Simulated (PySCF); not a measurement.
PySCF input for MoF₅, SMILES [F][Mo]([F])([F])([F])[F] (connectivity only; charge and spin as stated), neutral, multiplicity 2, B3LYP-D3(BJ)/def2-SVP. The structure is a stationary point at B3LYP-D3(BJ)/def2-SVP. The spin state was assumed, not searched. The isomer is the one that the SMILES or the coordinates give; other isomers of the formula were not compared. The def2 effective core potentials stand for the cores of Mo; spin–orbit coupling is left out.

```python
import numpy as np
from pyscf import gto, scf, dft, df
from pyscf.hessian import thermo

mol = gto.M(
    atom='''
    Mo   -0.00000000    0.00000000    0.02822401
    F    -1.87143680    0.00000000    0.03481557
    F     1.87143680   -0.00000000    0.03481554
    F     0.00000002    0.00000001    1.83228679
    F    -0.00000000    1.49000608   -1.01681498
    F    -0.00000002   -1.49000609   -1.01681496
    ''',
    basis='def2-SVP',
    ecp={'Mo': 'def2-svp'},
    charge=0,
    spin=1,
    max_memory=1600,
    verbose=3,
)
mf = dft.UKS(mol, xc='b3lyp').density_fit(auxbasis='def2-universal-jkfit')
mf.disp = 'd3bj'
mf.grids.level = 3
mf.conv_tol = 1e-11
mf.max_cycle = 100
mf.kernel()
fine, coarse = mf.grids, dft.Grids(mol).set(level=1).build(with_non0tab=True)
for _ in range(3):  # follow internal instabilities
    mf.grids = coarse
    mo, _, stable, _ = mf.stability(return_status=True, nroots=4)
    mf.grids = fine
    if stable:
        break
    mf.kernel(mf.make_rdm1(mo, mf.mo_occ))

# [left out here: the lines that compute and print the analytic Hessian (its translational invariance restored by hand, since the grid's response is missing), thermochemistry and intensities]
```

Program output:

```

WARN: HOMO -0.373078498862332 >= LUMO -0.373078498862333

converged SCF energy = -567.233455564163  <S^2> = 0.75244106  2S+1 = 2.0024396
<class 'pyscf.df.df_jk.DFUKS'> wavefunction is stable in the internal stability analysis

WARN: DFTD3 does not support analytical Hessian, using finite difference


WARN: Mole.unit (angstrom) is changed to Bohr

Mode                                 0                   1                   2
Irrep
Freq [cm^-1]                       73.8357            101.0148            208.1585
Reduced mass [au]                  21.1482             19.3270             22.5433
Force const [Dyne/A]                0.0679              0.1162              0.5755
Char temp [K]                     106.2332            145.3378            299.4938
Normal mode                   x     y     z       x     y     z       x     y     z
       0  Mo                 0.00  0.04 -0.00    0.00  0.00  0.01    0.00 -0.05 -0.00
       1   F                -0.00  0.03  0.00    0.00  0.00 -0.13    0.00  0.14  0.00
       2   F                 0.00  0.03  0.00   -0.00  0.00 -0.13   -0.00  0.14  0.00
       3   F                -0.00 -0.17  0.00    0.00 -0.00  0.01    0.00 -0.01 -0.00
       4   F                -0.00 -0.03 -0.08   -0.00  0.05  0.08   -0.00 -0.03  0.02
       5   F                -0.00 -0.03  0.08   -0.00 -0.05  0.08   -0.00 -0.03 -0.02
Mode                                 3                   4                   5
Irrep
Freq [cm^-1]                      214.5612            214.8158            235.8238
Reduced mass [au]                  18.9984             22.9322             20.8048
Force const [Dyne/A]                0.5153              0.6235              0.6817
Char temp [K]                     308.7057            309.0722            339.2979
Normal mode                   x     y     z       x     y     z       x     y     z
       0  Mo                 0.00  0.00 -0.00    0.00 -0.00  0.05    0.03  0.00 -0.00
       1   F                 0.00 -0.10  0.00   -0.00  0.00 -0.07    0.04  0.00 -0.08
       2   F                 0.00  0.10  0.00    0.00  0.00 -0.07    0.04 -0.00  0.08
       3   F                 0.00  0.00 -0.00    0.00  0.00  0.05    0.01  0.00 -0.00
       4   F                 0.13  0.00  0.00    0.00 -0.09 -0.07   -0.13  0.00  0.00
       5   F                -0.13 -0.00  0.00   -0.00  0.09 -0.07   -0.13 -0.00  0.00
Mode                                 6                   7                   8
Irrep
Freq [cm^-1]                      290.3317            647.7555            675.3319
Reduced mass [au]                  20.4775             18.9984             22.0856
Force const [Dyne/A]                1.0170              4.6967              5.9346
Char temp [K]                     417.7226            931.9759            971.6523
Normal mode                   x     y     z       x     y     z       x     y     z
       0  Mo                 0.03 -0.00 -0.00   -0.00 -0.00 -0.00    0.00 -0.04 -0.00
       1   F                 0.04  0.00  0.08   -0.15 -0.00  0.00    0.00 -0.00  0.00
       2   F                 0.04 -0.00 -0.08    0.15 -0.00  0.00   -0.00 -0.00  0.00
       3   F                -0.18  0.00 -0.00    0.00  0.00 -0.06   -0.00 -0.01 -0.00
       4   F                -0.02 -0.00  0.00   -0.00 -0.04  0.03   -0.00  0.12 -0.09
       5   F                -0.02  0.00  0.00   -0.00  0.04  0.03    0.00  0.12  0.09
Mode                                 9                  10                  11
Irrep
Freq [cm^-1]                      718.8039            733.3313            780.3713
Reduced mass [au]                  24.9877             19.0026             24.0553
Force const [Dyne/A]                7.6067              6.0209              8.6311
Char temp [K]                    1034.1988           1055.1004           1122.7806
Normal mode                   x     y     z       x     y     z       x     y     z
       0  Mo                -0.06 -0.00 -0.00   -0.00  0.00 -0.00    0.00  0.00 -0.05
       1   F                 0.14  0.00 -0.00    0.07  0.00  0.00   -0.00  0.00 -0.00
       2   F                 0.14 -0.00  0.00   -0.07  0.00  0.00    0.00  0.00 -0.00
       3   F                 0.00 -0.00  0.00   -0.00  0.00 -0.13    0.00  0.00  0.16
       4   F                 0.00  0.00 -0.00    0.00 -0.10  0.07   -0.00 -0.06  0.05
       5   F                 0.00 -0.00 -0.00    0.00  0.10  0.07   -0.00  0.06  0.05
temperature 298.1500 [K]
pressure 101325.00 [Pa]
Rotational constants [GHz] 2.69467 2.32430 2.13903
Symmetry number 2
Zero-point energy (ZPE) 0.01115 [Eh]   29273.430 [J/mol]
                           tot       elec      trans        rot        vib
Entropy [J/mol/K]       366.374      5.763    174.247    109.611     76.753
Cv [J/mol/K]             95.701      0.000     12.472     12.472     70.757
Cp [J/mol/K]            104.015      0.000     20.786     12.472     70.757
Internal energy [J/mol]                      3718.434   3718.434  41429.286
Internal energy [Eh]   -567.21484  -567.23346
Enthalpy [J/mol]                             6197.391   3718.434  41429.286
Enthalpy [Eh]          -567.21390
Gibbs free energy [J/mol]                  -45754.281 -28962.037  18545.388
Gibbs free energy [Eh] -567.25550
mode   freq/cm-1   IR/(km/mol)
   1       73.84        24.532
   2      101.01         6.624
   3      208.16        32.673
   4      214.56         0.000
   5      214.82        19.577
   6      235.82        10.091
   7      290.33         7.568
   8      647.76         0.051
   9      675.33       193.867
  10      718.80       285.456
  11      733.33         0.021
  12      780.37       198.693
max |gradient| / (hartree/bohr): 0.0002298311202428083
APT charges: [ 3.227  -0.6753 -0.6753 -0.629  -0.6238 -0.6238]
```

The run converged.
